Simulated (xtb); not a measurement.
Cl2MoO2, charge -1, doublet, geometry from GFN2-xTB (such geometries of metal compounds can be far from the true shape) (the multiplicity is a formal guess), atoms displaced at random by about 0.05 Å a coordinate. Base run: xtb with GFN2-xTB.

Input for xtb:
```
$ xtb mol.xyz --gfn 2 --chrg -1 --uhf 1 --opt --json

# file mol.xyz
5

Mo     0.48093066    -0.12920639     0.15130413
O      1.56153490    -0.57827082    -0.99306863
O      0.92109860     0.28050837     1.76249093
Cl    -0.83014384     1.64504990    -0.56189286
Cl    -1.58532581    -1.32924954    -0.05051258
```

Each row names what was changed in the base input (with any setting that the change needs).

```tsv
change	ΔE vs base (kJ/mol)	optimiser steps
base	0.00	8
engine = lbfgs	0.00	-
opt level = sloppy	0.14	5
opt level = vtight	0.00	11
alpb = hexane	-138.5	9
engine = inertial	0.16	-
opt level = extreme	0.00	11
opt level = crude	0.14	5
alpb = dmf	-168.7	9
opt level = lax	0.01	7
```
